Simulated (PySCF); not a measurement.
Species: C2H7F3NSi2 (doublet state).
Z-matrix (Å and degrees, GFN2-xTB geometry), rows numbered from 1:
```
F 
C   1  1.3409
F   2  1.3424  1  106.54
F   2  1.3427  1  106.73  3  -113.39
C   2  1.5306  1  112.17  3   123.33
N   5  1.4248  2  113.10  1   -51.01
Si  6  1.7445  5  122.78  2   -70.55
Si  7  2.2740  6  104.84  5   -52.69
H   5  1.0962  2  106.73  1    71.83
H   5  1.0946  2  106.91  1  -171.72
H   6  1.0088  5  111.53  2    72.90
H   7  1.4779  6  110.88  5    77.95
H   7  1.4685  6  101.02  5  -169.83
H   8  1.4646  7  118.00  6  -156.14
H   8  1.4688  7  121.71  6    71.03
```

The hyperfine couplings belong to this conformer and change with its torsions.

Identity: `C(C(F)(F)F)N[SiH2][SiH2]` [radical].

Method used: PySCF, UKS B3LYP, pcH-1 on C F H N Si, non-relativistic, mean-field spin-orbit, GIAO. One conformer (not necessarily the lowest) at the GFN2-xTB geometry, without solvent, vibrations or thermal averaging. Couplings are sensitive to structure, and on GFN2-xTB geometries they can be far from those on DFT ones, by a factor of two or more for some ions and for spin on atoms past the first row. Stability of the SCF solution: not tested.

**Question.** Give the principal g shifts and their parts.

**Answer.** 
```csv
Δg (ppm),1,2,3
relativistic mass correction,-119,-119,-119
gauge correction,5,32,37
orbital Zeeman/spin–orbit,-78,2346,3493
total,-193,2259,3410
```

So g = 2.00213, 2.00458, 2.00573 and g_iso = 2.00414; the tensor is rhombic: the two nearest values differ by 32 % of g3 − g1. Axes: g2 points within 10° of the Si7–Si8 bond.

**Question.** What effective moment and Curie constant follow for a powder?

**Answer.** With the mean of g² = 4.0166 and S(S+1) = 0.75: μ_eff = √(⟨g²⟩S(S+1)) = 1.736 μB and χT = 0.12505·⟨g²⟩·S(S+1) = 0.377 cm³ K/mol (cgs; spin-Hamiltonian part alone).

**Question.** How much does each term add to the isotropic shift?

**Answer.** The orbital-Zeeman/spin–orbit term 1920, the mass correction -119 and the gauge correction 25 ppm, for a total of 1826 ppm. The orbital-Zeeman/spin–orbit term is the largest in size. The mass correction is the same along every axis, so the anisotropy comes from the other two: their spans along these axes are 31 (gauge) and 3571 ppm (orbital Zeeman/spin–orbit).

**Question.** In a frozen sample, at which fields do the three g values resonate at 9.5, 34, 94 and 263 GHz (hyperfine left aside), and which band first spreads them over more than twice a line width of 0.3 mT?

**Answer.** 
```json
{"band": "X", "GHz": "9.5", "B(g3) mT": "338.41", "B(g2) mT": "338.60", "B(g1) mT": "339.02", "spread mT": "0.61"}
{"band": "Q", "GHz": "34.0", "B(g3) mT": "1211.14", "B(g2) mT": "1211.84", "B(g1) mT": "1213.32", "spread mT": "2.18"}
{"band": "W", "GHz": "94.0", "B(g3) mT": "3348.45", "B(g2) mT": "3350.37", "B(g1) mT": "3354.48", "spread mT": "6.03"}
{"band": "J", "GHz": "263.0", "B(g3) mT": "9368.54", "B(g2) mT": "9373.92", "B(g1) mT": "9385.40", "spread mT": "16.86"}
```

The spread grows in proportion to the frequency. X band is the first where it exceeds 0.6 mT.

The largest Mulliken spin population is on Si8 (+1.00). The angles at Si8 add up to 345.0°, so it is pyramidal.

The HOMO–LUMO gaps are 5.44 eV among the α and 3.95 eV among the β orbitals.
